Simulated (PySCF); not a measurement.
C4H2BrCl, SMILES C#C/C=C(/Cl)Br.

The structure is a stationary point at B3LYP-D3(BJ)/def2-SVP. The structure was generated by enumeration; whether it is a known compound was not checked.

Two levels are set side by side: TDDFT-PBE/def2-SVPD (PySCF) and TDDFT-M06-2X/def2-SVPD (PySCF). Vertical, same geometry. The lowest singlet is HOMO→LUMO+1 98 % with PBE and HOMO−1→LUMO 48 %, HOMO→LUMO+1 22 %, HOMO−2→LUMO 11 % with the other functional; states are paired by order. Differences are taken from unrounded values.

```
quantity                               TDDFT-M06-2X
-------------------------------------  ------------
lowest singlet excitation (eV)                 4.96
lowest triplet excitation (TDA) (eV)           3.36
first bright state (f over 0.05) (eV)          5.20
its oscillator strength                        0.38
```

### Question
What does TDDFT-PBE give, and how far is it from TDDFT-M06-2X? (An estimate is asked for; the answer gives what the named calculation found.)

### Answer

```json
[
 {"quantity": "lowest singlet excitation (eV)", "TDDFT-PBE": "4.38", "TDDFT-PBE minus TDDFT-M06-2X": "-0.58"},
 {"quantity": "lowest triplet excitation (TDA) (eV)", "TDDFT-PBE": "2.99", "TDDFT-PBE minus TDDFT-M06-2X": "-0.37"},
 {"quantity": "first bright state (f over 0.05) (eV)", "TDDFT-PBE": "4.67", "TDDFT-PBE minus TDDFT-M06-2X": "-0.53"},
 {"quantity": "its oscillator strength", "TDDFT-PBE": "0.26", "TDDFT-PBE minus TDDFT-M06-2X": "-0.12"}
]
```

Functionals without exact exchange tend to place singlet excitations lower, as here. Differences between two approximate levels are no errors against the true value.

Rough cost on one machine, each run with all the roots and properties that it gave: TDDFT-M06-2X against TDDFT-PBE about 10 times.
